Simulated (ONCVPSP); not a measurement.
# Hg (Z = 80), ONCV: configuration errors across variants

ONCVPSP 4.0.1 input, shortened (lines: element, Z, core and valence counts, functional; n l f; lmax; l rc ep ncon nbas qcut; lloc lpopt rc5 dvloc0; l nproj debl; icmod fcfact rcfact), PBE, fully relativistic:

```
  Hg 80.00    9    6        4      upf
    1    0    2.00
    2    0    2.00
    2    1    6.00
    3    0    2.00
    3    1    6.00
    3    2   10.00
    4    0    2.00
    4    1    6.00
    4    2   10.00
    4    3   14.00
    5    0    2.00
    5    1    6.00
    5    2   10.00
    6    0    1.00
    6    1    1.00
    3
    0    1.55    0.00    4    7   10.30
    1    1.60    0.00    3    6    9.70
    2    1.85    0.00    3    7    9.90
    3    0.50    0.00    5   10   37.50
    4    5    0.40    4.00
    0    3    2.80
    1    2    0.60
    2    2    2.90
    3    1    1.60
    3    3.75    1.35
```

Open shells are filled in proportion to 2j + 1.

All-electron excitation energies from the reference (eV): (1) 4f14 5s2 5p6 5d10 6s2 6p0 -5.968; (2) 4f14 5s2 5p6 5d10 6s1 6p0 4.733; (3) 4f14 5s2 5p6 5d10 6s0 6p0 23.718.

2 further variants failed, have other tests or too few solved ones, and are left out.

A true bound ghost makes a file unfit for plane-wave use even where its test errors are small: the radial tests pick states by their node count and pass the ghost by.

Errors AE − PS in meV (a dash: test not solved or not reliable):

```csv
change,(1),(2),(3),bound ghosts,GHOST(+) flags above zero
base,-0.4,+0.1,-1.5,"s, p3/2, d5/2, p1/2, d3/2",s
"f: ncon 4, nbas 9",-0.4,+0.1,-1.5,"s, p3/2, d5/2, p1/2, d3/2",s
"core correction Teter function, fcfact 3.75, rcfact 2.02",-1.6,-0.1,-6.6,"s, p3/2, d5/2, p1/2, d3/2",s
d: qcut 9.5,-0.4,+0.1,-1.5,"s, p3/2, d5/2, p1/2, d3/2",s
"local potential polynomial inside 0.40 bohr (lpopt 5, dvloc0 5.5 Ha)",-0.4,+0.1,-1.5,"s, p3/2, d5/2, p1/2, d3/2",s
```

Give the same row for: core correction Teter function, fcfact 5.2, rcfact 1.35.

-0.4, +0.1, -1.6; bound ghosts: s, p3/2, d5/2, p1/2, d3/2; GHOST(+) flags above zero: s.
